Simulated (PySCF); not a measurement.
**Fe⁺ (iron, charge +1): UHF calculation**

Configuration: [Ar] 3d6 4s1, high-spin 6D determinant. All numbers are calculated (PySCF 2.14, no relativity, point nucleus, in def2-TZVP).

| Item | Value |
| --- | --- |
| Total energy | -1262.193370 hartree |
| One-electron energy | -1736.7406 hartree |
| Hartree (Coulomb) energy | 528.8567 hartree |
| Exchange energy | -54.3095 hartree |
| Kinetic energy | 1262.16992 hartree |
| ⟨S²⟩ | 8.7526 |
| ⟨L²⟩ | 6.015 |
| Sum of ⟨r⟩ | 18.13 bohr |
| Sum of ⟨r²⟩ | 25.32 bohr² |
| Traceless quadrupole moment −½Σ⟨3z² − r²⟩ along its main axis | 0.342 e·bohr² |
| Density at the nucleus (Gaussians lack the cusp) | 11600 bohr⁻³ |
| Spin density at the nucleus | 4.93 bohr⁻³ |
| Langevin diamagnetic susceptibility | -20.1 ×10⁻⁶ cm³/mol |
| Time after the integrals | 0.25 s of wall time on 1 thread of Neoverse-N1 (shared host) |

| shell | electrons | mean orbital energy (hartree) | spread (hartree) | rms radius, mean of both spins (bohr) |
| --- | --- | --- | --- | --- |
| 1s α | 1 | -261.68081 | 0 | 0.0685 |
| 1s β | 1 | -261.67487 | 0 | 0.0685 |
| 2s α | 1 | -32.30176 | 0 | 0.292 |
| 2s β | 1 | -32.17375 | 0 | 0.292 |
| 2p α | 3 | -27.77834 | 0.03493 | 0.262 |
| 2p β | 3 | -27.65559 | 0.00079 | 0.262 |
| 3s α | 1 | -4.65408 | 0 | 0.880 |
| 3s β | 1 | -4.28858 | 0 | 0.880 |
| 3p α | 3 | -3.26210 | 0.07656 | 0.940 |
| 3p β | 3 | -2.83086 | 0.05216 | 0.940 |
| 3d α | 5 | -0.99038 | 0.08860 | 1.21 |
| 3d β | 1 | -0.78016 | 0 | 1.21 |
| 4s α | 1 | -0.55961 | 0 | 3.01 |
